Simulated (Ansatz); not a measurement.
Ideal-gas functions of CH5InS (`C[S][InH2]`) at 600 K and 1 bar, from an Ansatz frequency run at PBE0-D4/def2-TZVP.

Molar mass 163.94 g/mol, point group Cs (symmetry number 1), electronic degeneracy 1, moments of inertia 35.141, 238.697, 270.663 u Å². Harmonic wavenumbers (cm⁻¹, unscaled): 49, 162, 218, 344, 388, 514, 567, 727, 971, 976, 1350, 1468, 1477, 1825, 1859, 3062, 3152, 3153.

Use S(trans) = R[1.5 ln M + 2.5 ln T − 1.1517]; rotational temperatures θ = 24.2544 K / I; S(rot) = R[ln(√π/σ · √(T³/θAθBθC)) + 1.5]; for each mode x = 1.438777 ν̃/T, S = R[x/(eˣ − 1) − ln(1 − e⁻ˣ)] and H = RT x/(eˣ − 1); 1 cm⁻¹ = 0.0119627 kJ/mol; R = 8.31446 J/(mol·K).

By hand: the entropy, in J/(mol·K).

Translation 187.0. Rotation: θ = 0.6902, 0.1016, 0.0896 K, giving 118.1. Vibration, mode by mode: 26.12, 16.23, 13.80, 10.15, 9.21, 7.08, 6.37, 4.67, 2.94, 2.92, 1.43, 1.14, 1.12, 0.57, 0.53, 0.04, 0.04, 0.04, in all 104.4. Electronic 0.0. Sum 409.5 J/(mol·K).

By hand: H − E and G − E in kJ/mol, counted from the electronic energy.

Zero-point energy ½ × 22262 × 0.0119627 = 133.2; thermal vibration 30.4; translation, rotation and pV give 4 RT = 20.0. H − E = 183.6 kJ/mol, and G − E = 183.6 − 600 × 409.5/1000 = -62.1 kJ/mol.

Vibration gives 25 % of the entropy, 26.1 J/(mol·K) of it from the mode under 150 cm⁻¹: soft modes count most, and the harmonic formula is weakest for them.
